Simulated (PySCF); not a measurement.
Work out the structure from these simulated measurements.

Elements present: C, F and H. Monoisotopic mass: 170.0343 u.

- 13C NMR: chemical shifts (computed TMS as zero) by class: 140.9 (1 C), 140.8 (1 C), 136.9 (1 C), 133.5 (1 C), 133.4 (1 C), 131.7 (1 C), 127.0 (1 C), 97.9 (1 C), 84.5 (1 C) ppm [GIAO PBE0/pcSseg-1]
- NMR, other nuclei: isotropic shieldings of nuclei other than C and H, by class: 249 (3 F) ppm [GIAO PBE0/pcSseg-1]
- Rotational structure: rotational constants A, B, C: 1.351, 0.933, 0.611 GHz [GFN2-xTB]
- Dipole: 2.94 D [PBE0/pcSseg-1]
- 1H NMR: chemical shifts (computed TMS as zero) by class: 8.03 (1 H), 8.02 (1 H), 7.80 (1 H), 7.71 (1 H), 3.34 (1 H) ppm [GIAO PBE0/pcSseg-1]

Electronic properties: PySCF, gas phase, density fitting. Levels stand in brackets. Isolated species at its GFN2-xTB geometry, gas phase. NMR values are class means; diastereotopic atoms form classes of their own.

Problem. Which formula fits the mass and the elements?

Solution. C9H5F3 (calculated 170.0343). No other formula that holds each of these elements comes within 0.0003 u with a fitting electron parity and a possible valence count.

Problem. What is the compound? Reason from the data.

Solution. Numbering: `[CH:1]#[C:2][c:3]1[cH:4][cH:5][cH:6][cH:7][c:8]1[C:9]([F:10])([F:11])[F:12]`. Its formula, C9H5F3, gives 6 degrees of unsaturation: 1 ring and 5 π bonds in the structure found (Kekulé form). 9 carbons fall into 9 classes; from least to most shielded: aromatic CH carbon [C4] (140.9 ppm), substituted aromatic carbon [C8] (140.8 ppm), aromatic CH carbon [C5] (136.9 ppm), aromatic CH carbon [C6] (133.5 ppm), CF3 carbon [C9] (133.4 ppm), aromatic CH carbon [C7] (131.7 ppm), substituted aromatic carbon [C3] (127.0 ppm), terminal alkyne carbon [C1] (97.9 ppm), alkyne carbon [C2] (84.5 ppm). Hydrogen classes from least to most shielded: 1 H on an aromatic CH carbon, C7 (8.03 ppm), 1 H on an aromatic CH carbon, C4 (8.02 ppm), 1 H on an aromatic CH carbon, C5 (7.80 ppm), 1 H on an aromatic CH carbon, C6 (7.71 ppm), 1 H on a terminal alkyne carbon, C1 (3.34 ppm). The other shieldings belong to: 249 ppm, fluorine of a CF3 group [F10/F11/F12]. The optimised geometry has point group Cs and is an asymmetric top. Structure: `C#Cc1ccccc1C(F)(F)F`. Computed isomers that give other values at the same levels: `C#C[C@@]12C=C[C@@H]1C(C(F)(F)F)=C2` (13C chemical shifts (computed TMS as zero) by class: 157.5 (1 C), 155.8 (1 C), 155.3 (1 C), 153.6 (1 C), 130.5 (1 C), 84.8 (1 C), 81.7 (1 C), 57.3 (1 C), 48.8 (1 C) ppm). The assignments are read from this structure; whether some other isomer fits the data as well wasn't checked.

Conformer computed: `[CH:1]#[C:2][c:3]1[cH:4][cH:5][cH:6][cH:7][c:8]1[C:9]([F:10])([F:11])[F:12]`: C7–C8–C9–F10 0°.
